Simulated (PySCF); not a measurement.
C3H5BF2, SMILES C=C(C)B(F)F.

The structure is a stationary point at B3LYP-D3(BJ)/def2-SVP. One conformer was computed; it need not be the lowest.

Two levels are set side by side: PBE/def2-TZVP (PySCF) and CAM-B3LYP/def2-TZVP (PySCF). Same geometry, gas phase. Differences are taken from unrounded values.

| quantity | PBE |
|---|---|
| orbital gap (eV) | 4.61 |
| highest occupied level (eV) | -6.89 |
| lowest empty level (eV) | -2.28 |
| dipole moment (D) | 1.81 |
| mean polarisability (bohr³) | 51.3 |

These are the PBE values. What does CAM-B3LYP give? (The exact figures need the calculation; the answer reports its results.)


```json
[
 {"quantity": "orbital gap (eV)", "CAM-B3LYP": "9.15", "PBE minus CAM-B3LYP": "-4.54"},
 {"quantity": "highest occupied level (eV)", "CAM-B3LYP": "-9.33", "PBE minus CAM-B3LYP": "2.44"},
 {"quantity": "lowest empty level (eV)", "CAM-B3LYP": "-0.18", "PBE minus CAM-B3LYP": "-2.10"},
 {"quantity": "dipole moment (D)", "CAM-B3LYP": "1.94", "PBE minus CAM-B3LYP": "-0.13"},
 {"quantity": "mean polarisability (bohr³)", "CAM-B3LYP": "49.3", "PBE minus CAM-B3LYP": "2.0"}
]
```

Without exact exchange PBE keeps part of each electron's self-repulsion, which lifts occupied levels and narrows the gap. PBE's more diffuse valence density responds more strongly to a field. Differences between two approximate levels are no errors against the true value.

Rough cost on one machine, each run with all the roots and properties that it gave: CAM-B3LYP against PBE within a factor of 2.
